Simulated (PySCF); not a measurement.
A GIAO shielding run with PySCF (density fitting, non-relativistic, gas phase) on SMILES FC(C[C@H](C)[SiH3])(F)F, C₄H₉F₃Si:

```
$ OMP_NUM_THREADS=1 python probes_run.py task.json out

{"job": {"kind": "nmr", "xc": "PBE0", "basis": "pcSseg-1"}, "charge": 0, "multiplicity": 1}
C      1.284423     1.384298     0.578241
C      0.409228     0.137549     0.466091
Si     1.238635    -1.190082    -0.645698
C     -0.974646     0.560226    -0.032325
C     -1.950994    -0.589134    -0.113834
F     -1.709922    -1.407853    -1.152424
F     -3.217141    -0.160647    -0.269576
F     -1.951441    -1.361717     0.982658
H      0.823298     2.128982     1.226599
H      2.256407     1.130483     0.992207
H      1.439053     1.834474    -0.400200
H      0.284224    -0.274774     1.472520
H      1.067222    -0.780116    -2.039723
H      2.660088    -1.199370    -0.296066
H      0.658820    -2.502913    -0.387794
H     -0.909868     0.998812    -1.030627
H     -1.414384     1.303813     0.640041
```

Hardware: 1 thread of an Intel Xeon, shared host. The job also computes population analyses, field gradients.

**Question.** How large is the calculation?

**Answer.** 74 electrons, 188 basis functions and 998 auxiliary functions.

**Question.** How long does it take, and how much memory does it need?

**Answer.** 72 s of wall time, with 12 SCF cycles and 4 response iterations; peak memory 0.76 GiB. Times on a shared host scatter by some tens of per cent.
